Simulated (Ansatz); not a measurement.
Geometry optimisation, Ansatz, RKS PBE0/STO-3G.

Input:

```yaml
crystal:
  periodic: [false, false, false]
  atoms:
    - { symbol: "N", position_ang: [1.9547, 1.0969, 0.3813] }
    - { symbol: C, position_ang: [2.0244, -0.2886, 0.0997] }
    - { symbol: Si, position_ang: [0.6594, -0.8348, -1.1043] }
    - { symbol: C, position_ang: [-0.923, -0.6296, -0.3209] }
    - { symbol: O, position_ang: [-1.2775, 0.7212, -0.2012] }
    - { symbol: Al, position_ang: [-2.9388, 0.9644, 0.613] }
    - { symbol: H, position_ang: [1.1184, 1.287, 1.0135] }
    - { symbol: H, position_ang: [2.7928, 1.4536, 0.899] }
    - { symbol: H, position_ang: [1.9497, -0.8496, 1.0872] }
    - { symbol: H, position_ang: [3.0167, -0.4929, -0.3425] }
    - { symbol: H, position_ang: [0.8941, -2.254, -1.3941] }
    - { symbol: H, position_ang: [0.7859, -0.0327, -2.3078] }
    - { symbol: H, position_ang: [-1.7812, -1.1072, -1.0072] }
    - { symbol: H, position_ang: [-0.9987, -1.1364, 0.6904] }
    - { symbol: H, position_ang: [-3.0537, 1.0173, 2.2087] }
    - { symbol: H, position_ang: [-4.2463, 1.0629, -0.2704] }
basis:
  gaussian: { orbitals: STO-3G }
hamiltonian:
  xc: pbe0
relax:
  f_tol: 0.015
  max_steps: 40
output:
  orbitals: {}
```

Launched with:

```bash
$ ansatz run input.yaml --threads 1 --pin off --max-ram 2048MiB --backend cpu --events-out ev --progress --plain --runs-dir out
```

Where does it end, and by what steps?

The run converged. Limits of this set-up: minimal basis. After 23 steps the energy has fallen by 1.933 eV; H15 moved furthest, 1.55 Å.

| step | energy less start (eV) | largest force component (eV/Å) | accepted |
| --- | --- | --- | --- |
| 0 | 0.0000 | 5.649 | yes |
| 1 | -1.0773 | 1.486 | yes |
| 2 | -1.2514 | 0.609 | yes |
| 3 | -1.3339 | 0.596 | yes |
| 4 | -1.4619 | 0.605 | yes |
| 5 | -1.6087 | 0.814 | yes |
| 6 | -1.7119 | 0.771 | yes |
| 7 | -1.7850 | 0.550 | yes |
| 8 | -1.8550 | 0.372 | yes |
| 9 | -1.8970 | 0.207 | yes |
| 10 | -1.9048 | 0.380 | yes |
| 11 | -1.9140 | 0.228 | yes |
| 12 | -1.9166 | 0.157 | yes |
| 13 | -1.9186 | 0.068 | yes |
| 14 | -1.9208 | 0.151 | yes |
| 15 | -1.9258 | 0.146 | yes |
| 16 | -1.9284 | 0.048 | yes |
| 17 | -1.9310 | 0.056 | yes |
| 18 | -1.9318 | 0.031 | yes |
| 19 | -1.9315 | 0.055 | no |
| 20 | -1.9322 | 0.019 | yes |
| 21 | -1.9325 | 0.020 | yes |
| 22 | -1.9326 | 0.017 | yes |
| 23 | -1.9326 | 0.007 | yes |

```xyz
16
Properties=species:S:1:pos:R:3
N 1.441 1.111 0.587
C 1.975 -0.183 0.016
Si 0.677 -0.827 -1.180
C -0.944 -0.913 -0.186
O -1.056 0.200 0.752
Al -2.430 1.196 0.629
H 0.435 0.853 0.867
H 1.943 1.237 1.507
H 2.174 -0.955 0.784
H 2.936 0.005 -0.489
H 0.995 -2.147 -1.676
H 0.513 0.068 -2.301
H -1.813 -0.978 -0.871
H -0.950 -1.858 0.394
H -2.460 2.319 1.611
H -3.460 0.847 -0.399
```

Whether the end is a true minimum wasn't checked by a vibrational analysis.

The run took 2.1 min on 1 thread of Arm Neoverse V1, on a shared host, peak memory 0.18 GiB.
